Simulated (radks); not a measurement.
Values are calculated unless marked as measured or tabulated.
Q: Coherent X-ray form factor from a spherical all-electron density. Code: a radial shooting solver on a logarithmic mesh with Libxc functionals. Model: scalar-relativistic Kohn-Sham, PBEsol, spin-unpolarised, spherical densities, finite nucleus; Fermi nuclear charge, rms radius of each element as measured or else 0.836 A^(1/3) + 0.57 fm.

sin(theta)/lambda (1/angstrom),f0 (electrons)
0.05,41.239
0.1,39.262
0.15,36.686
0.2,34.002
0.25,31.452
0.3,29.128
0.4,25.243
0.5,22.286
0.6,20.005
0.8,16.457
1,13.453
1.25,10.349
1.5,8.162
2,5.944

The species is in the configuration that NIST lists as its ground one. Which atom or ion scatters so?

A: The technetium ion Tc+, [Kr] 4d5 5s1. Extrapolating in s^2 from the first two rows gives f0(0) = 41.9, near the electron count 42; among species with that count, the fall with angle is slower the higher Z, and the table is that of Z = 43; from so few rows the species is fixed only to a neighbour or two.
